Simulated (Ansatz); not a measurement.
System: SnF2 (charge 0, singlet). 
Coordinates optimised at B3LYP-D3(BJ)/def2-TZVP (Ansatz, a quantum-chemistry and plane-wave program):
```
Sn
F 1 1.9482
F 1 1.9482 2 96.21
```
Charge 0, spin multiplicity 1.

Wanted: vertical ionisation energy (to the doublet state of charge +1; each state is the SCF solution reached for its spin), in eV. Valence correlation only, unless marked. Open shells are spin-unrestricted. Spin-orbit coupling is left out. Frozen are the shells of the preceding noble gas and the d and f shells that filled before the atom's block. In def2 rows, elements after Kr have scalar-relativistic effective core potentials. Basis-set limits of correlation are two-point, X^-3; Hartree-Fock from the larger set. [CCSD(T)-MP2]/basis is that difference in the basis named.

| level | program | vertical ionisation energy (eV) |
|---|---|---|
| HF/def2-TZVPPD | Ansatz | 10.59 |
| HF/def2-QZVPPD | Ansatz | 10.57 |

Question: Estimate the value at RI-MP2/CBS(def2-TZVPPD,def2-QZVPPD)+[CCSD(T)-MP2]/def2-TZVPPD as computed with Ansatz.

Answer: 11.23 eV
